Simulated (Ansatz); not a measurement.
`[F][GaH][Br]` + `BN` → `B[NH][GaH][F]` + HBr at 700 K and 1 bar (ligand exchange at a Ga–Br bond).

Gas-phase electronic energies from Ansatz, PBE0-D4/def2-TZVP geometries. CCSD(T)/CBS adds triple-zeta CCSD(T) − MP2 to the extrapolated MP2 energy (def2 sets, frozen cores). This one scheme is used for every species. For Br, Ga outer-core shells are correlated without core-valence functions, which leaves a few kJ/mol of doubt a bond. Scalar relativity is left out up to krypton. One conformer a species, not always the lowest.

```csv
species,CCSD(T)/CBS energy (Eh),H − E (kJ/mol),S (J/(mol·K))
`[F][GaH][Br]`,-4597.74300,67.4,364.6
`BN`,-81.93499,163.7,282.2
`B[NH][GaH][F]`,-2105.72573,187.7,419.5
HBr,-2573.91920,36.5,223.7
```

H − E and S are ideal-gas, rigid-rotor, harmonic terms from PBE0-D4/def2-TZVP, for one conformer and one mirror image of each species. 1 Eh = 2625.50 kJ/mol, R = 8.31446 J/(mol·K).

Question: By hand: ΔE, ΔH, ΔS and ΔG.

Answer: ΔE = (-2105.72573) + (-2573.91920) − (-4597.74300) − (-81.93499) = 0.03306 Eh = 86.8 kJ/mol. Δ(H − E) = 187.7 + 36.5 − 67.4 − 163.7 = -6.9, so ΔH = 79.9 kJ/mol. ΔS = 419.5 + 223.7 − 364.6 − 282.2 = -3.6 J/(mol·K). ΔG = 79.9 − 700 × (-3.6)/1000 = 82.4 kJ/mol.

Question: By hand: the equilibrium constant, and the temperature at which ΔG would vanish if ΔH and ΔS stayed fixed.

Answer: log₁₀ K = −ΔG/(RT ln 10) = -6.1. ΔH and −TΔS have one sign here, so there is no such temperature. One of them is within its doubt of zero, so this could turn.

The number of gas molecules stays the same, so ΔS is small and ΔH decides. A doubt of 5 kJ/mol in ΔE shifts log₁₀ K by 0.4 here. Other conformers and mirror images would add mixing entropy, several J/(mol·K) or more a flexible species. These are equilibria of isolated gas molecules and say nothing of rates. Largest T1 diagnostic: 0.014 (customary marks: 0.02 for closed shells, 0.045 for open ones).
